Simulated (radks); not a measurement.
Results of a calculation; reference values are marked as such.
Spin polarisation of the 6s1 shell in neutral gold. Start: [Xe] 4f14 5d10 6s(up 0.5, down 0.5); electrons of 6s are moved from spin down to spin up, other shells keep equal spins. Level of theory: non-relativistic Kohn-Sham, PBEsol, spin-polarised, spherical densities, point nucleus (a radial shooting solver on a logarithmic mesh with Libxc functionals).

moment (Bohr magnetons)  E - E(0) (eV)  e(6s up) (eV)  e(6s down) (eV)  5d down minus up (eV)  5p down minus up (eV)
0                                0.000         -4.131           -4.131                  0.000                  0.000
0.25                            -0.012         -4.227           -4.028                  0.049                  0.001
0.5                             -0.050         -4.314           -3.917                  0.098                  0.003
0.75                            -0.112         -4.394           -3.797                  0.147                  0.004
1                               -0.199         -4.466           -3.659                  0.197                  0.006

At moment 1 the spin-polarisation energy is -0.199 eV and the 6s exchange splitting 0.808 eV, that is 0.808 eV per Bohr magneton; E = -I m^2/4 would give I = 0.797 eV.
